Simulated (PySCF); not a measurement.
**Nuclear quadrupole coupling in `Cc1cccc(OC(F)(F)F)c1`**

Species: C₈H₇F₃O.
Cartesian coordinates in Å at the GFN2-xTB level; atoms count from 1:
```
atom  x, y, z in Å
C1    -2.7332   -0.1445    1.3316
C2    -1.5387   -0.0238    0.4373
C3    -1.6836    0.2989   -0.9082
C4    -0.5774    0.4270   -1.7244
C5     0.7029    0.2393   -1.2243
C6     0.8434   -0.0790    0.1135
O7     2.0830   -0.2968    0.7514
C8     3.2066   -0.2019    0.0787
F9     3.3239   -1.0736   -0.9410
F10    4.2229   -0.4456    0.9017
F11    3.4353    1.0101   -0.4615
C12   -0.2605   -0.2113    0.9414
H13   -2.9508    0.8209    1.7891
H14   -2.5513   -0.8609    2.1285
H15   -3.6088   -0.4541    0.7665
H16   -2.6718    0.4487   -1.3167
H17   -0.7007    0.6746   -2.7674
H18    1.5505    0.3434   -1.8815
H19   -0.1016   -0.4622    1.9778
```

Field gradients from the PBE0/pcSseg-1 density (PySCF, non-relativistic), principal values in atomic units, ordered |Vxx| ≤ |Vyy| ≤ |Vzz|:

| atom | Vxx | Vyy | Vzz |
| --- | --- | --- | --- |
| O7 | -0.3122 | -1.6142 | 1.9264 |

Question: Find the asymmetry η = (Vxx − Vyy)/Vzz and the couplings χ = eQV/h (234.96 MHz × Q in barn × V in au), with Q(17O) = −0.0256 b.

Answer: 
```json
{"atom": "O7", "environment": "aryl ether oxygen", "nucleus": "17O", "η": "0.68", "χzz (MHz)": "-11.59", "χxx (MHz)": "1.88", "χyy (MHz)": "9.71"}
```

The tensor is traceless: Vxx + Vyy + Vzz = 0.

Question: What is Vzz at O7 in SI units (1 au = 9.71736 × 10²¹ V/m²)?

Answer: 1.9264 au = 18.720 × 10²¹ V/m².

Question: And the gradient at the other heavy atoms, for which no coupling is worked out here?

Answer: 
```
atom                     environment  Vzz (au)     η
  C1            benzylic-type carbon     0.075  0.21
  C2     substituted aromatic carbon     0.341  0.24
  C3              aromatic CH carbon     0.277  0.22
  C4              aromatic CH carbon     0.335  0.17
  C5              aromatic CH carbon     0.237  0.34
  C6  aromatic carbon bearing oxygen    -0.449  0.73
  C8                      CF3 carbon    -0.168  0.09
  F9         fluorine of a CF3 group     2.934  0.04
 F10         fluorine of a CF3 group     3.012  0.02
 F11         fluorine of a CF3 group     2.934  0.04
 C12              aromatic CH carbon     0.233  0.31
```

Question: What couplings would deuterons (Q(2H) = 0.00286 b) have in place of the hydrogens, at this geometry?

Answer: 
```csv
atom,bonded to,bond length (Å),Vzz (au),η,χzz (kHz)
H13,C1,1.090,0.3095,0.02,208
H14,C1,1.087,0.3142,0.03,211
H15,C1,1.087,0.3138,0.03,211
H16,C3,1.080,0.3274,0.07,220
H17,C4,1.079,0.3274,0.06,220
H18,C5,1.078,0.3257,0.11,219
H19,C12,1.078,0.3288,0.08,221
```

The structure is a single GFN2-xTB conformer in the gas phase; no vibrational or solvent corrections. GFN2-xTB bond lengths can be off by several hundredths of an ångström, more for odd bonds, and the gradients follow them. The small basis limits the accuracy of the gradients.
